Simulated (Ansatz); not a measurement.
`[F][Ga]([Cl])[Br]` + H₂ → `[F][GaH][Br]` + HCl  (hydrogenolysis of a Ga–Cl bond)

Program: Ansatz. Geometries: PBE0-D4/def2-TZVP. ΔE: electronic, gas phase. CCSD(T)/CBS is the MP2 limit (def2-TZVPP, def2-QZVPP) plus CCSD(T) − MP2 in def2-TZVPP, frozen cores. This one scheme is used for every species. Functionals use def2-TZVPP. B3LYP here is the variant with VWN-RPA as its local correlation; programs differ in this. For Br, Ga outer-core shells are correlated without core-valence functions, which leaves a few kJ/mol of doubt a bond. Scalar relativity is left out up to krypton.

```csv
level,ΔE (kcal/mol),difference from CCSD(T)/CBS
BLYP-D4,19.3,-0.2
r2SCANh-D4,20.4,0.9
BHLYP-D4,19.9,0.4
CAM-B3LYP-D4,18.2,-1.3
B3LYP,17.7,-1.8
r2SCAN0,20.0,0.5
RPA@PBE/def2-TZVPP,18.4,-1.1
SCS-MP2/def2-TZVPP,20.3,0.8
MP2/def2-QZVPP,21.3,1.8
MP2/CBS(def2),21.4,1.9
CCSD(T)/CBS,19.5,0
```

Largest T1 diagnostic among the species: 0.012.

Leaving LDA and LC-ωPBE aside and taking each functional with its dispersion term where it has one, the values, not all of them listed here, spread over 2.3 kcal/mol, from B97M-V to r2SCAN-D4. LDA lies −1.2 kcal/mol from PBE without D4. From BLYP to BHLYP (50 % exact exchange), in def2-TZVPP and without D4, ΔE moves by +0.9 kcal/mol.
